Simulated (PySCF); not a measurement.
A geometry optimisation, step by step.

CH4BrClGe.
Atom-mapped SMILES: `[CH3:1][Ge@@H:2]([Cl:3])[Br:4]` (hydrogens: H5, H6, H7 on C1; H8 on Ge2)

Method: PBE0-D3(BJ)/def2-SVP geometry optimisation, gas phase in PySCF 2.14.0; density fitting, grid level 1; the optimiser is geomeTRIC in internal coordinates, started from a GFN2-xTB structure with every atom displaced at random (about 0.01 Å). 11 of its 12 geometries are shown. The frame can shift and turn from step to step; on so coarse a grid that alone can change the energy by a few meV, and forces under 0.02 eV/Å are noise.

Step 0: E = -140151.3468 eV, largest atomic force 1.768 eV/Å
```
atom  x, y, z in Å  |  force x, y, z in eV/Å
C1     -1.080   -0.230   -0.068    0.280   1.607  -0.682
Ge2     0.838    0.067    0.205   -0.886   0.660   0.466
Cl3     1.951   -1.284   -0.967    0.449  -0.582  -0.493
Br4     1.401    2.208   -0.461   -0.061  -0.044  -0.060
H5     -1.338   -0.088   -1.138    0.230  -0.076   0.289
H6     -1.385   -1.204    0.228   -0.226  -1.329   0.417
H7     -1.672    0.511    0.500    0.246  -0.084  -0.003
H8      1.340    0.001    1.649   -0.031  -0.152   0.067
```

Step 1: E = -140151.3963 eV, largest atomic force 0.696 eV/Å
```
atom  x, y, z in Å  |  force x, y, z in eV/Å
C1     -1.017   -0.124   -0.367   -0.239  -0.382   0.530
Ge2     0.709    0.035    0.481    0.313  -0.051  -0.516
Cl3     1.986   -1.359   -0.612   -0.136   0.177   0.246
Br4     1.521    2.155    0.061   -0.005   0.022   0.029
H5     -0.870   -0.023   -1.443    0.032  -0.009  -0.250
H6     -1.425   -1.129   -0.135    0.065   0.298  -0.149
H7     -1.717    0.647   -0.017    0.026   0.013   0.040
H8      0.874   -0.227    1.977   -0.055  -0.067   0.070
```

Step 2: E = -140151.4152 eV, largest atomic force 0.234 eV/Å
```
atom  x, y, z in Å  |  force x, y, z in eV/Å
C1     -1.024   -0.133   -0.356   -0.024  -0.060   0.080
Ge2     0.722    0.041    0.453    0.137  -0.057  -0.182
Cl3     2.013   -1.354   -0.596   -0.051   0.086   0.095
Br4     1.523    2.170    0.052   -0.026  -0.015   0.004
H5     -0.898   -0.029   -1.443   -0.044   0.002   0.013
H6     -1.432   -1.130   -0.130    0.016   0.033  -0.029
H7     -1.713    0.639    0.013    0.025   0.019   0.012
H8      0.870   -0.231    1.954   -0.034  -0.009   0.006
```

Step 3: E = -140151.4204 eV, largest atomic force 0.088 eV/Å
```
atom  x, y, z in Å  |  force x, y, z in eV/Å
C1     -1.027   -0.140   -0.346    0.037   0.053  -0.060
Ge2     0.734    0.042    0.427    0.002  -0.039   0.024
Cl3     2.041   -1.346   -0.590    0.020   0.001  -0.009
Br4     1.512    2.179    0.033   -0.014   0.008  -0.020
H5     -0.935   -0.032   -1.436   -0.039   0.011   0.026
H6     -1.433   -1.134   -0.117   -0.010  -0.055   0.028
H7     -1.701    0.635    0.045    0.009   0.005   0.015
H8      0.869   -0.230    1.930   -0.005   0.015  -0.004
```

Step 4: E = -140151.4214 eV, largest atomic force 0.086 eV/Å
```
atom  x, y, z in Å  |  force x, y, z in eV/Å
C1     -1.028   -0.146   -0.338    0.032   0.039  -0.070
Ge2     0.742    0.042    0.413   -0.036  -0.011   0.062
Cl3     2.059   -1.339   -0.594    0.029  -0.018  -0.030
Br4     1.497    2.184    0.010   -0.009   0.006  -0.028
H5     -0.962   -0.033   -1.429   -0.016   0.007   0.028
H6     -1.430   -1.141   -0.103   -0.008  -0.036   0.028
H7     -1.692    0.630    0.068   -0.001  -0.005   0.019
H8      0.875   -0.223    1.919    0.009   0.018  -0.009
```

Step 6: E = -140151.4203 eV, largest atomic force 0.081 eV/Å
```
atom  x, y, z in Å  |  force x, y, z in eV/Å
C1     -1.034   -0.174   -0.298   -0.026  -0.043   0.027
Ge2     0.763    0.049    0.374   -0.046   0.056   0.036
Cl3     2.106   -1.308   -0.630    0.001  -0.025  -0.030
Br4     1.425    2.203   -0.118    0.016  -0.015  -0.021
H5     -1.048   -0.050   -1.388    0.036  -0.002  -0.008
H6     -1.412   -1.174   -0.037    0.005   0.033  -0.006
H7     -1.673    0.595    0.159   -0.019  -0.023   0.011
H8      0.935   -0.169    1.883    0.034   0.018  -0.010
```

Step 7: E = -140151.4213 eV, largest atomic force 0.064 eV/Å
```
atom  x, y, z in Å  |  force x, y, z in eV/Å
C1     -1.035   -0.176   -0.294   -0.025  -0.034   0.047
Ge2     0.762    0.052    0.376   -0.019   0.035   0.006
Cl3     2.097   -1.308   -0.638   -0.013  -0.008  -0.013
Br4     1.424    2.203   -0.127    0.012  -0.012  -0.019
H5     -1.044   -0.053   -1.385    0.025  -0.004  -0.011
H6     -1.411   -1.176   -0.032    0.009   0.025  -0.011
H7     -1.679    0.592    0.160   -0.014  -0.016   0.006
H8      0.947   -0.161    1.884    0.026   0.014  -0.005
```

Step 8: E = -140151.4222 eV, largest atomic force 0.044 eV/Å
```
atom  x, y, z in Å  |  force x, y, z in eV/Å
C1     -1.037   -0.178   -0.286   -0.017  -0.002   0.040
Ge2     0.761    0.058    0.377    0.003   0.011  -0.007
Cl3     2.083   -1.309   -0.649   -0.016   0.003  -0.003
Br4     1.425    2.204   -0.140    0.006  -0.007  -0.019
H5     -1.040   -0.058   -1.378    0.006  -0.006  -0.001
H6     -1.409   -1.179   -0.024    0.009  -0.001  -0.009
H7     -1.687    0.586    0.164   -0.007  -0.007   0.003
H8      0.965   -0.150    1.883    0.016   0.009  -0.004
```

Step 9: E = -140151.4225 eV, largest atomic force 0.042 eV/Å
```
atom  x, y, z in Å  |  force x, y, z in eV/Å
C1     -1.041   -0.184   -0.270   -0.011   0.012   0.039
Ge2     0.764    0.065    0.371    0.015  -0.006  -0.023
Cl3     2.069   -1.306   -0.670   -0.016   0.008   0.003
Br4     1.418    2.206   -0.177    0.006  -0.001  -0.010
H5     -1.049   -0.068   -1.362   -0.009  -0.006   0.000
H6     -1.403   -1.187   -0.003    0.010  -0.011  -0.007
H7     -1.695    0.576    0.181   -0.001  -0.001   0.001
H8      0.998   -0.128    1.875    0.007   0.006  -0.003
```

Step 10: E = -140151.4226 eV, largest atomic force 0.030 eV/Å
```
atom  x, y, z in Å  |  force x, y, z in eV/Å
C1     -1.044   -0.188   -0.256   -0.004   0.014   0.026
Ge2     0.767    0.070    0.364    0.012  -0.008  -0.024
Cl3     2.059   -1.305   -0.688   -0.012   0.006   0.001
Br4     1.416    2.207   -0.204    0.004   0.001  -0.005
H5     -1.061   -0.075   -1.348   -0.014  -0.004   0.003
H6     -1.398   -1.192    0.015    0.009  -0.011  -0.003
H7     -1.699    0.570    0.198    0.001   0.000   0.003
H8      1.022   -0.114    1.865    0.003   0.004  -0.002
```

Step 11: E = -140151.4228 eV, largest atomic force under 0.02 eV/Å
```
atom  x, y, z in Å  |  force x, y, z in eV/Å
C1     -1.045   -0.189   -0.250   -0.001   0.012   0.014
Ge2     0.768    0.072    0.360    0.008  -0.005  -0.016
Cl3     2.054   -1.305   -0.697   -0.007   0.002  -0.003
Br4     1.418    2.208   -0.213    0.002  -0.001  -0.006
H5     -1.069   -0.077   -1.343   -0.012  -0.003   0.006
H6     -1.396   -1.194    0.024    0.007  -0.008   0.001
H7     -1.700    0.568    0.206    0.001  -0.001   0.007
H8      1.030   -0.110    1.860    0.004   0.003  -0.002
```

**Question.** Summarise the path.

**Answer.** The energy falls by 0.0760 eV from step 0 to step 11; nine tenths of that is first reached at step 2. It rises by more than 0.2 meV at steps 5 and 6. The largest force goes from 1.768 to under 0.02 eV/Å. Among the bonds Ge2–Cl3 changes most, from 2.107 to 2.160 Å; the atoms move by 0.055 Å rms after alignment.

The cost below is that of the whole optimisation. Time: 86 s; peak memory 0.49 GiB. Hardware: one thread of an Arm Neoverse V1 (shared host).
